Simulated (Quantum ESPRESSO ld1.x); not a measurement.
Question: The phosphorus ion P+, 14 electrons, occupied as [Ne] 3s1 3p3 (not the ground configuration). Calculated with ld1.x of Quantum ESPRESSO 7.5: scalar-relativistic Kohn-Sham, LDA (Slater exchange, Perdew-Zunger correlation), spin-polarised, spherical densities, point nucleus; open shells are filled with parallel spins first. Some entries of the table are withheld. Estimate them.

orbital,occ.,eigenvalue (eV),<r^2> (bohr^2)
1s up,1,-2087.79,0.01453
1s down,1,-2087.16,0.01453
2s up,1,-184.813,0.3254
2s down,1,-184.062,0.3234
2p up,3,-136.234,0.2976
2p down,3,-135.352,0.2945
3s up,1,-25.2618,3.699
3s down,0,-19.6097,3.949
3p up,3,-16.0228,5.002
3p down,0,-10.8303,6.187
4s up,0,(1),26.55
3d up,0,-4.8621,12.65
4s down,0,(2),34.71
3d down,0,-2.4535,38.26

Answer: 
(1) 4s up eigenvalue (eV): -5.2114
(2) 4s down eigenvalue (eV): -4.2372
